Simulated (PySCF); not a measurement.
C3H7NSi2. Atoms are numbered in the order given.

```xyz
13

Si    -0.0927    -2.4427     0.0000
C     -0.0319    -0.5589     0.0000
C     -1.1236     0.2440     0.0000
Si    -0.4483     2.0004     0.0000
N      1.2550     1.5006     0.0000
C      1.2587     0.2236     0.0000
H     -0.8097    -2.9381    -1.2134
H      1.2994    -2.9853     0.0000
H     -0.8097    -2.9381     1.2134
H     -2.1461    -0.1435     0.0000
H     -0.7880     2.7882     1.2193
H     -0.7880     2.7882    -1.2193
H      2.2121    -0.3353     0.0000
```

The structure is a stationary point at PBE0-D3(BJ)/def2-SVP. A frequency run showed that this geometry is not a minimum. The structure was generated by enumeration, and PubChem lists no compound with its InChIKey, so it may never have been made.

The numbers are results of TDDFT-M06-2X/def2-SVPD (PySCF), not measurements.

Vertical excitations. The molecule is in vacuum. State labels are in the subgroup Cs.

Task: List the lowest excited states. (Estimate from the structure and the level; the computed values follow.)

Result: 
```
state  symmetry  energy (eV)  λ (nm)      f                                              main pairs
-----  --------  -----------  ------  -----  ------------------------------------------------------
S1           A"         3.57     347  0.001                                          HOMO→LUMO 91 %
S2           A"         4.91     252  0.001                                        HOMO−2→LUMO 96 %
S3           A'         4.97     249  0.041                                        HOMO−1→LUMO 97 %
S4           A"         6.62     187  0.000                                        HOMO→LUMO+5 78 %
S5           A'         6.75     184  0.181                                        HOMO−3→LUMO 93 %
S6           A"         7.06     176  0.006                                        HOMO−6→LUMO 77 %
S7           A'         7.08     175  0.020                      HOMO→LUMO+2 57 %, HOMO→LUMO+1 35 %
S8           A"         7.17     173  0.001                                      HOMO−1→LUMO+1 79 %
S9           A'         7.25     171  0.024     HOMO→LUMO+1 48 %, HOMO→LUMO+2 27 %, HOMO→LUMO+7 9 %
S10          A"         7.26     171  0.008                      HOMO−4→LUMO 71 %, HOMO−8→LUMO 16 %
T1           A"         3.23     383      0                                          HOMO→LUMO 87 %
T2           A'         3.34     371      0                                        HOMO−1→LUMO 94 %
T3           A"         4.58     271      0                                        HOMO−2→LUMO 94 %
T4           A'         5.22     238      0  HOMO−3→LUMO 56 %, HOMO−1→LUMO+5 19 %, HOMO−7→LUMO 15 %
```
Triplets are in the Tamm–Dancoff approximation, which puts them higher than full response would, so one can lie above its singlet here.
